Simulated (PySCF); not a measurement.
Cost of excited-state runs on `C=C[C@@H]1[C@H](C)[Se][C@H]1F`, C₆H₉FSe

Geometry:
| atom | x (Å) | y (Å) | z (Å) |
| --- | --- | --- | --- |
| C1 | 2.428 | -0.393 | 0.231 |
| C2 | 1.268 | -0.175 | -0.360 |
| C3 | 0.173 | 0.649 | 0.234 |
| C4 | -1.094 | -0.114 | 0.688 |
| C5 | -1.392 | -1.402 | -0.047 |
| Se6 | -2.296 | 1.395 | 0.115 |
| C7 | -0.501 | 1.632 | -0.722 |
| F8 | -0.010 | 2.893 | -0.672 |
| H9 | 2.660 | 0.024 | 1.197 |
| H10 | 3.193 | -0.997 | -0.224 |
| H11 | 1.059 | -0.602 | -1.332 |
| H12 | 0.563 | 1.222 | 1.080 |
| H13 | -1.140 | -0.267 | 1.767 |
| H14 | -1.442 | -1.240 | -1.122 |
| H15 | -2.347 | -1.805 | 0.283 |
| H16 | -0.613 | -2.134 | 0.162 |
| H17 | -0.517 | 1.326 | -1.773 |

PySCF with density fitting, on 1 thread of an Arm Neoverse V1, shared host. Command: `OMP_NUM_THREADS=1 python excited_run.py task.json out`

(1) How long does this run take, and how much memory?
- circular dichroism and optical rotation, B3LYP/def2-SVPD; 16 states; writes grids

Results:

(1) 
| run | level | basis functions | wall time | peak memory (GiB) |
| --- | --- | --- | --- | --- |
| circular dichroism and optical rotation | B3LYP/def2-SVPD | 256 | 3 min | 1.1 |

Times from a shared host are rough.
